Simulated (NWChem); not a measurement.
System: CH3ITe; SMILES I[Te]C

The following NWChem deck was run.

```
start job
memory heap 200 mb stack 900 mb global 1100 mb
geometry units angstroms noautoz
  Te    -0.296950     1.201296     0.000000
  I     -0.049749    -1.501778     0.000000
  C      1.813525     1.623004     0.000000
  H      1.901137     2.719795     0.000000
  H      2.275480     1.211492    -0.905218
  H      2.275480     1.211492     0.905218
end
basis spherical
  * library def2-svp
end
ecp
  Te library def2-ecp
  I library def2-ecp
end
dft
  xc xcamb88 1.00 lyp 0.81 vwn_5 0.19 hfexch 1.00
  cam 0.33 cam_alpha 0.19 cam_beta 0.46
  iterations 150
  vectors input atomic output neutral.movecs
end
task dft energy
charge 1
dft
  odft
  mult 2
  vectors input atomic output cation.movecs
end
task dft energy
```

Structure relaxed at the PBE0/def2-SVP level. Not confirmed as a minimum by frequencies. def2 effective core potentials on Te, I; no spin-orbit coupling.

Ions are spin-unrestricted doublets at the neutral geometry; other ion states weren't tried.

Q: What results follow from this input? (CAM-B3LYP/def2-SVP with def2 effective core potentials on Te, I, vertical spin-unrestricted ions.) Quantities: vertical ionisation energy, ΔSCF (eV); −ε(HOMO) (eV).

A: 
* **vertical ionisation energy, ΔSCF (eV)**: 8.17
* **−ε(HOMO) (eV)**: 7.21
